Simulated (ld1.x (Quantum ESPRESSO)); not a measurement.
Ranking ultrasoft potentials for P (Z = 15)

All share these settings but for the change named:

* Element: P
* Generator: ld1.x (Quantum ESPRESSO) 7.5
* Type: ultrasoft
* Functional: PBEsol
* Relativity: non-relativistic
* Frozen core: [Ne]
* Valence charge: 5
* Reference configuration: 3s1.5 3p3.5
* Partial waves: 3s (bound): rcut 1.50, rcutus 1.60 bohr; 3s channel at -0.25 Ry: rcut 1.50, rcutus 1.60 bohr; 3p (bound): rcut 1.45, rcutus 2.00 bohr; 3p channel at 3.5 Ry: rcut 1.45, rcutus 2.00 bohr
* Local potential: all-electron potential smoothed inside 1.60 bohr (lloc = -1)
* Core correction: none
* Augmentation charge: built from norm-conserving waves at rcut, not smoothed further

Test errors are all-electron minus pseudo excitation energies from the reference, over 3s2 3p3; 3s2 3p2; 3s2 3p1; 3s1 3p4; 3s2 3p3.3; 3s0 3p5; 3s2 3p0. None of these files shows a bound ghost.

The base gives 48.1 meV.

Of 8 variants that were run, those that failed, showed a ghost or another fault, or gave nearly equal values are left out.

A variant can come out equal or close to the base, since the largest error may sit in a test that the change hardly touches while other tests move.

Task: Rank these variants by their largest absolute test error, smallest first.
A. type TM; waves now 3s (bound): rc 1.60 bohr; 3p (bound): rc 2.00 bohr; local potential all-electron potential smoothed inside 1.50 bohr (lloc = -2)
B. waves 3s (bound): rcut 1.50, rcutus 1.94 bohr; 3s channel at -0.25 Ry: rcut 1.50, rcutus 1.94 bohr
C. waves 3p (bound): rcut 1.45, rcutus 2.10 bohr; 3p channel at 3.5 Ry: rcut 1.45, rcutus 2.10 bohr
D. core correction a·sin(br)/r model core inside 1.20 bohr
E. functional PBE

Result: E (23.5 meV), D (31.0 meV), C (48.1 meV), B (56.5 meV), A (83.1 meV).
